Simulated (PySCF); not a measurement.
C3H6OSi, SMILES O=C1CC[SiH2]1. Heavy atoms are numbered as in [O:1]=[C:2]1[CH2:3][CH2:4][SiH2:5]1. Hydrogens are named by the atom that carries them.

Coordinates come from a ωB97X-D3(BJ)/def2-SVP optimisation. The structure was generated by enumeration, and PubChem lists no compound with its InChIKey, so it may never have been made.

The numbers are results of PBE0/pcSseg-1 (PySCF), not measurements.

GIAO shieldings, no solvent; atoms alike by connectivity are averaged. δ = σ(ref) − σ: ¹⁷O against H2O (σ = 334.2 ppm); ¹³C against TMS (σ = 186.3 ppm); ²⁹Si against TMS (σ = 352.7 ppm); ¹H against TMS (σ = 31.56 ppm), references at their B3LYP-D3(BJ)/def2-TZVP geometries, non-relativistic.

```
nucleus       atoms  count  δ (ppm)
-------  ----------  -----  -------
¹⁷O              O1      1    855.5
¹³C              C2      1    244.8
¹³C        C3 (CH2)      1     64.0
¹³C        C4 (CH2)      1      2.2
²⁹Si     Si5 (SiH2)      1    -10.1
¹H         H on Si5      2     5.63
¹H          H on C3      2     3.53
¹H          H on C4      2     1.66
```
